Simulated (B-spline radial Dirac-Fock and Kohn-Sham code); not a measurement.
Z = 76 (osmium), transition energy 93.9 keV. These are calculated numbers from an atomic code on a B-spline grid; the model is a Dirac-Hartree-Slater potential of the neutral atom with a Latter tail (no hole, which puts coefficients of high multipoles low close above an edge), finite nucleus with surface currents. Subshells that would emit electrons below 1 keV are left out.

Question: A pure transition shows α(K) = 42.5, L1/L2 = 8.57 and L1/L3 = 4.09. What is its multipolarity?
A. E3
B. E4
C. M2
D. M1
E. M4
F. M3
G. E2
H. E1

Answer: C. For comparison, α(K), L1/L2, L1/L3 are E1 0.371, 2.85, 2.61; E2 0.850, 0.0580, 0.0655; E3 1.34, 0.0259, 0.0331; E4 2.00, 0.0291, 0.0393; M1 5.62, 10.1, 93.4; M3 123, 6.35, 0.716; M4 263, 4.96, 0.294.
